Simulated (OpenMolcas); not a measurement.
An OpenMolcas run meant for Tb IV (ANO-RCC-VQZP, DKH2; inactive shells 1s 2s 2p 3s 3p 3d 4s 4p 4d 5s 5p; intended active space 8 electrons in 7 orbitals (4f)). One step of its input:

```
&CASPT2
Multistate=7 1 2 3 4 5 6 7
Frozen=14 9
IPEA=-0.1
Imaginary=0.1
MaxIter=60
WThr=0.0 0.3 0.05
PrWF=0.5
NoMix
```

The run finished. Its levels beside those of a sound run (SS-CASPT2, IPEA 0.25 Eh, imaginary shift 0.1 Eh (closed shells correlated: 5s 5p)), in cm⁻¹ above each run's lowest level:

```json
{"Level": "4f⁸ ⁷F₆", "This run": "0.0", "Usual run": "0.0"}
{"Level": "4f⁸ ⁷F₅", "This run": "1999", "Usual run": "1987"}
{"Level": "4f⁸ ⁷F₄", "This run": "3289", "Usual run": "3305"}
{"Level": "4f⁸ ⁷F₃", "This run": "4357", "Usual run": "4379"}
{"Level": "4f⁸ ⁷F₂", "This run": "5170", "Usual run": "5195"}
{"Level": "4f⁸ ⁷F₁", "This run": "5733", "Usual run": "5758"}
{"Level": "4f⁸ ⁷F₀", "This run": "6023", "Usual run": "6046"}
{"Level": "4f⁸ ⁵D₄", "This run": "19369", "Usual run": "20885"}
{"Level": "4f⁸ ⁵D₃", "This run": "24924", "Usual run": "26419"}
{"Level": "4f⁸ ⁵D₂", "This run": "27121", "Usual run": "28701"}
{"Level": "4f⁸ ⁵G₅", "This run": "28283", "Usual run": "29818"}
{"Level": "4f⁸ ⁵G₆", "This run": "28449", "Usual run": "29957"}
{"Level": "4f⁸ ⁵L₁₀", "This run": "28754", "Usual run": "29958"}
{"Level": "4f⁸ ⁵G₄", "This run": "28693", "Usual run": "30252"}
```

Q: Which setting is unsound, and how much does it matter here?

A: The IPEA shift is negative. Against the sound run the excited levels shown move by 810 cm-1 on average and by 1600 cm-1 at most.

CASPT2 breaks the degeneracy within a term, and the mean is taken; among the terms shown or strongly mixed into the levels shown the widest spread is 510 cm-1 (4f⁸ ⁵D, this run). High states are left out of the spin-orbit mixing, which shifts the levels that they would mix with. Levels of configurations outside the active space are missing.
